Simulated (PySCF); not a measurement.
Si(H)2(Cl)2 cation (Cl2H2Si), SMILES Cl[SiH2]Cl (connectivity only; charge and spin as stated), charge +1, multiplicity 2.

The structure is a stationary point at B3LYP-D3(BJ)/def2-TZVP. The geometry has at least one imaginary mode, so it is a saddle point at that level. The spin state was assumed, not searched. The isomer is the one that the SMILES or the coordinates give; other isomers of the formula were not compared.

Computed with B3LYP-D3(BJ)/def2-TZVP in PySCF.

Frequencies are harmonic and unscaled.

```csv
mode,ν (cm⁻¹),IR (km/mol),moving atoms (share of kinetic energy)
1,203i,11.2,"H 73 %, Si 23 %"
2,180,6.1,"Cl 70 %, Si 29 %"
3,403,6.2,"Cl 37 %, Si 37 %, H 26 %"
4,457,97.7,"H 50 %, Si 41 %, Cl 9 %"
5,511,0.0,H 99 %
6,583,33.8,"H 72 %, Cl 23 %"
7,639,52.1,"H 46 %, Cl 29 %, Si 25 %"
8,1825,250.0,H 98 %
9,1972,200.7,H 98 %
```
